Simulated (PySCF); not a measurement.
# Correlation energy of Cu²⁵⁺ (copper, charge +25)

Starting occupation: [He] 2s2. Calculation: PySCF 2.14, in an uncontracted even-tempered set (17 s from 7.8 bohr⁻², ratio 2.4; 11 p from 10 bohr⁻², ratio 2.4; 5 d from 33 bohr⁻², ratio 2.6; 4 f from 49 bohr⁻², ratio 2.6); X2C-1e with screened-nucleus spin-orbit coupling, Gaussian nucleus. Frozen: nothing; 4 electrons correlated; the 28 highest virtual spinors left out.

MP2 pair energies summed by pair of shells (mhartree):

```tsv
pair	energy	share (%)
2s1/2-2s1/2	-174.77	74.4
1s1/2-1s1/2	-43.84	18.7
1s1/2-2s1/2	-16.28	6.9
```

Total MP2 correlation energy: -234.89 mhartree.

MP2 falls well short for the outer s pair, which is nearly degenerate with np².
